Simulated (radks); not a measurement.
Task: Isoelectronic series with 8 electrons, all held in the configuration [He] 2s2 2p4, which need not be the ground one along the series. Calculated with a radial shooting solver on a logarithmic mesh with Libxc functionals: scalar-relativistic Kohn-Sham, PBE, spin-unpolarised, spherical densities, point nucleus. Total energies (hartree) and mean radii <r> (bohr):

ion    E (hartree)      2p      2s       1s
Ca12+   -597.17275  0.3046  0.3457  0.07666
Sc13+   -663.86465  0.2868  0.3265  0.07287
Ti14+   -734.16198  0.2710  0.3093  0.06942
V15+    -808.07565  0.2568  0.2938  0.06628
Cr16+   -885.61723  0.2441  0.2797  0.06340
Fe18+  -1051.63338  0.2220  0.2552  0.05832
Co19+  -1140.13418  0.2123  0.2444  0.05606
Ni20+  -1232.31535  0.2035  0.2345  0.05397
Cu21+  -1328.19163  0.1954  0.2253  0.05202
Zn22+  -1427.77839  0.1878  0.2168  0.05020
Ga23+  -1531.09173  0.1809  0.2089  0.04849
Ge24+  -1638.14839  0.1744  0.2015  0.04690
As25+  -1748.96584  0.1683  0.1947  0.04540
Se26+  -1863.56226  0.1627  0.1882  0.04399
Br27+  -1981.95657  0.1574  0.1821  0.04266
Kr28+  -2104.16843  0.1524  0.1764  0.04140
Rb29+  -2230.21826  0.1477  0.1710  0.04021
Sr30+  -2360.12727  0.1433  0.1660  0.03908
Zr32+  -2631.61172  0.1353  0.1566  0.03699
Nb33+  -2773.23366  0.1315  0.1523  0.03602

Estimate the row of Mn17+.

Result: E (hartree) -966.79887; 2p 0.2325; 2s 0.2669; 1s 0.06076.
